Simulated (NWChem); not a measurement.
System: C4H3FO; SMILES Fc1cocc1

All runs: NWChem. STO-3G and 3-21G are far too small for this property and stand as cheap habits. Coordinates come from a PBE-D3(BJ)/def2-SVP optimisation. B3LYP is NWChem's, with the RPA form of VWN correlation. Field at 589 nm.

For level B3LYP/STO-3G:

| Quantity | Value |
|---|---|
| isotropic polarisability (bohr³) | 23.4 |
| anisotropy (bohr³) | 27.6 |

Estimate the same quantities for level B3LYP/def2-SVPD.


| Quantity | Value |
|---|---|
| isotropic polarisability (bohr³) | 50.2 |
| anisotropy (bohr³) | 25.3 |
